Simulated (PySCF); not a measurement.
An equivalent PySCF input for Cu (copper, neutral), [Ar] 3d10 4s1, 2S determinant, with the spin-free X2C one-electron Hamiltonian (Gaussian nucleus):

```python
from pyscf import gto, scf, dft, mp, cc
import basis_set_exchange as bse
mol = gto.M(atom="Cu 0 0 0", charge=0, spin=1, symmetry="D2h",
            basis=gto.basis.parse(bse.get_basis("jorge-DZP-DKH", elements=["Cu"], fmt="nwchem", header=False)),
            nucmod="G")
mf = dft.UKS(mol, xc="R2SCAN").sfx2c1e()
mf.irrep_nelec = {'Ag': (6, 5), 'B1g': (1, 1), 'B2g': (1, 1), 'B3g': (1, 1), 'B1u': (2, 2), 'B2u': (2, 2), 'B3u': (2, 2)}
mf.kernel()
```

It reaches the same state as the run whose output follows, with an energy that differs only through the grid. The run itself started from symmetry-adapted Hartree-Fock orbitals and held the occupation by maximum overlap, on a logarithmic radial grid, so the iterations belong to that start.

```
SCF conv_tol = 1e-09
number electrons alpha = 15  beta = 14
XC functionals = R2SCAN
    J. W. Furness, A. D. Kaplan, J. Ning, J. P. Perdew, and J. Sun.,  J. Phys. Chem. Lett. 11, 8208-8215 (2020)
    J. W. Furness, A. D. Kaplan, J. Ning, J. P. Perdew, and J. Sun.,  J. Phys. Chem. Lett. 11, 9248-9248 (2020)
    J. W. Furness, A. D. Kaplan, J. Ning, J. P. Perdew, and J. Sun.,  J. Phys. Chem. Lett. 11, 8208-8215 (2020)
    J. W. Furness, A. D. Kaplan, J. Ning, J. P. Perdew, and J. Sun.,  J. Phys. Chem. Lett. 11, 9248-9248 (2020)
cycle= 1 E= -1654.59347705179  delta_E= -0.000169  |g|= 0.274  |ddm|= 0.35
cycle= 2 E= -1654.54811467887  delta_E= 0.0454  |g|= 0.588  |ddm|= 0.367
cycle= 3 E= -1654.60599756606  delta_E= -0.0579  |g|= 0.0035  |ddm|= 0.236
cycle= 4 E= -1654.60599890791  delta_E= -1.34e-06  |g|= 0.00234  |ddm|= 0.00211
cycle= 5 E= -1654.60599984657  delta_E= -9.39e-07  |g|= 9.54e-05  |ddm|= 0.00155
cycle= 6 E= -1654.60599984909  delta_E= -2.52e-09  |g|= 3.69e-05  |ddm|= 0.000127
cycle= 7 E= -1654.60599984934  delta_E= -2.49e-10  |g|= 9.98e-07  |ddm|= 1.39e-05
converged SCF energy = -1654.60599984934  <S^2> = 0.75094118  2S+1 = 2.000941
```
